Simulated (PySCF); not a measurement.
2-chlorocyclopenta-1,3-diene (C5H5Cl), SMILES ClC1=CCC=C1. The structure is a stationary point at PBE0-D3(BJ)/def2-SVP. The values are those of a single conformer.

Level of theory: PySCF with PBE0-D3(BJ)/def2-SVP.

Harmonic wavenumbers (cm⁻¹): 215, 301, 357, 478, 593, 702, 761, 811, 883, 907, 953, 960, 998, 1077, 1107, 1160, 1227, 1304, 1368, 1397, 1605, 1676, 3048, 3090, 3243, 3265, 3270. Rotational constants (GHz): 8.244, 1.986, 1.616; symmetry number 1.

**Question.** Work out the zero-point energy and the ideal-gas rigid-rotor harmonic-oscillator thermochemistry at 298.15 K and 1 atm.

**Answer.** ZPE = ½ Σ hcν = ½ × 36756 cm⁻¹ = 219.85 kJ/mol. H − E(el) = 235.93 kJ/mol. Entropy in J/(mol K): translation 166.25, rotation 112.54, vibration 30.81, total 309.60. G − E(el) = 143.62 kJ/mol. Cp = 88.81 J/(mol K).
